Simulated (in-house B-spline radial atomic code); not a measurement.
A fraction x of an electron is removed from 3d in the vanadium ion V³⁺, starting from [Ar] 3d2 and keeping the highest spin. All numbers are computed (scalar-relativistic (X2C) PBEsol, spin-polarised, spherical fractional occupations; Fermi nucleus of rms radius 3.6002 fm) with an all-electron radial atomic-structure program (B-spline basis), not measured.

```tsv
x	E(x) - E(0) (eV)	3d up level (eV)
0	0.0000	-37.837
0.12	4.6620	-39.868
0.13	5.0616	-40.039
0.27	10.8355	-42.454
0.48	20.1380	-46.157
0.5	21.0647	-46.514
0.6	25.8060	-48.315
0.72	31.7349	-50.504
0.85	38.4564	-52.909
0.91	41.6645	-54.030
1	46.6034	-55.725
```

The exact functional would give a straight line between the two integer points. Deviations E(x) - E(0) - x[E(1) - E(0)], in eV: -0.93 at x = 0.12, -0.997 at x = 0.13, -1.747 at x = 0.27, -2.232 at x = 0.48, -2.237 at x = 0.5, -2.156 at x = 0.6, -1.82 at x = 0.72, -1.156 at x = 0.85, -0.745 at x = 0.91.

The curve lies below the straight line by up to 2.237 eV (at x = 0.5): convex, the delocalisation error that favours fractional charges.

Question: How well does Slater's transition state (minus the level at half occupation) give the ionisation energy?

Answer: It gives 46.514 eV against 46.603 eV from the two total energies; NIST lists 46.71 eV, ground level to ground level.
